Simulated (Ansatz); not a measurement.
`CC(C)(C)F` + `N[Si](F)(F)F` → `CC(C)(C)N[Si](F)(F)F` + H–F  (substitution at a C–F bond)

Program: Ansatz. Geometries: PBE0-D4/def2-TZVP. ΔE: electronic, gas phase. CBS: MP2 limit from def2 TZ/QZ plus the TZ coupled-cluster correction, frozen cores. This one scheme is used for every species. DFT in def2-TZVPP. Each species was taken in one conformer, which may not be the lowest.

CCSD(T)/CBS gives +0.6 kcal/mol.

(1) Another level gave +3.2 kcal/mol. Which?
A. B97M-V/def2-TZVPP
B. HF/def2-TZVPP
C. CCSD(T)/def2-TZVPP
D. BHLYP-D4/def2-TZVPP

Largest T1 diagnostic among the species: 0.011.

## Answers

(1) D. BHLYP-D4 3.2, B97M-V 5.2, HF/def2-TZVPP 9.4, CCSD(T)/def2-TZVPP 0.8 kcal/mol.

Leaving LDA and LC-ωPBE aside and taking each functional with its dispersion term where it has one, the values, not all of them listed here, spread over 5.1 kcal/mol, from revPBE-D4 to B97M-V. LDA lies −3.8 kcal/mol from PBE without D4. From PBE to PBE0 (25 % exact exchange), in def2-TZVPP and without D4, ΔE moves by −0.9 kcal/mol.
